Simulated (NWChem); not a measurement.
**Correlation energy of OP**

SMILES: O=[P]
```xyz
2

P      0.0000     0.0000     0.5214
O      0.0000     0.0000    -0.9777
```
Charge 0, spin multiplicity 2.

Program: NWChem. All single points use one geometry, from UB3LYP/def2-SVP, a minimum by its harmonic frequencies.

Basis set: cc-pVTZ. Each correlation energy counts from its own Hartree-Fock reference.

The correlated methods keep 6 core orbitals frozen. The structure started from a generated list of species. The unpaired electrons of the parent sit in orbitals of symmetry b2 (C2v labels of the run); other states weren't searched. No SCF solution was tested for a lower state. Open-shell Hartree-Fock references start from PBE0 orbitals. No row is a measurement; the coupled-cluster row has its own basis-set and correlation limits.

Task: For the correlation energy, URI-MP2 gives -358.6 mHa and UMP2 gives -358.6 mHa. What do SCS-UMP2, CCSD on ROHF, CCSD[T] on ROHF give?

Result: SCS-UMP2: -350.4 mHa; CCSD on ROHF: -371.6 mHa; CCSD[T] on ROHF: -393.8 mHa.
